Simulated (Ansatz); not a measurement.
C₃H₁₁GeNO₂ (SMILES C[N](C)[Ge]([CH3])([OH])[OH]), singlet, at a GFN2-xTB geometry; CASSCF(4,4)/STO-3G in Ansatz (a first-principles code).

Here is a job for Ansatz.
Ansatz 0.2 input:
```yaml
crystal:
  periodic: [false, false, false]
  atoms:
    - {symbol: C, position_ang: [-2.09178810, -0.30607366, 1.14272974]}
    - {symbol: N, position_ang: [-1.35836128, -0.12764019, -0.09422035]}
    - {symbol: C, position_ang: [-1.88076540, -0.98339497, -1.14019592]}
    - {symbol: Ge, position_ang: [0.48537017, 0.14040994, 0.00271849]}
    - {symbol: C, position_ang: [1.75898473, -1.19288882, 0.72290096]}
    - {symbol: O, position_ang: [1.02276730, 0.48309750, -1.62953841]}
    - {symbol: O, position_ang: [0.67207895, 1.60692974, 0.95278591]}
    - {symbol: H, position_ang: [-1.64397905, 0.30386198, 1.92483230]}
    - {symbol: H, position_ang: [-3.12744623, 0.01384170, 0.99640348]}
    - {symbol: H, position_ang: [-2.10311849, -1.35091646, 1.47783555]}
    - {symbol: H, position_ang: [-1.27183256, -0.87067164, -2.03377034]}
    - {symbol: H, position_ang: [-1.88969173, -2.04159271, -0.85139535]}
    - {symbol: H, position_ang: [-2.90702573, -0.68431113, -1.37082834]}
    - {symbol: H, position_ang: [2.66744309, -0.67346758, 1.00617013]}
    - {symbol: H, position_ang: [1.35130654, -1.69512536, 1.59439700]}
    - {symbol: H, position_ang: [1.99092648, -1.92719088, -0.04121566]}
    - {symbol: H, position_ang: [0.70568441, 1.29475984, -2.02055803]}
    - {symbol: H, position_ang: [-0.07294052, 2.20510203, 0.95209098]}
basis:
  gaussian:
    orbitals: STO-3G
hamiltonian:
  xc: hf
magnetization: {spin_polarized: false}
correlation: {active_space: {window: {electrons: 4, orbitals: 4}}}
```

The log (banner, timings and long lists left out):

```
Functional definition: HF
770 factors; integrals over basis functions are off by at most 3.2e-5 eV
mean field evaluation 1: about -64537.9562 eV, gradient 3.0e1 eV
mean field evaluation 2: about -64538.2585 eV, gradient 3.0e1 eV
mean field evaluation 4: about -64541.6049 eV, gradient 1.6e0 eV
mean field evaluation 8: about -64541.6179 eV, gradient 4.4e-4 eV
mean field -64541.61792539 eV, -2371.8607108783 hartree, gradient 3.7e-6 eV, S^2 0.000000; 0 other end points of the search recorded, 0 dependent functions left out
reference -64541.61792539 eV, -2371.8607108783 hartree; 42, 42 occupied and 17, 17 virtual orbitals, 770 factors
state -64542.70947415 eV, -2371.9008245554 hartree
2 active orbitals were swapped for others, from the solution at -64542.31337680 eV, -2371.8862682461 hartree to that at -64542.70947415 eV, -2371.9008245554 hartree; typed "places" are swapped only where nearly empty or full, and so, without "given_window_search", are "orbital_numbers", "shells" and a window whose orbitals a file names under [Active]
the orbitals are reached from a further start. From the first start the search ends at -64542.30944278 eV, -2371.8861236734 hartree
Total energy: -64542.70947415 eV, -2371.9008245554 hartree
```
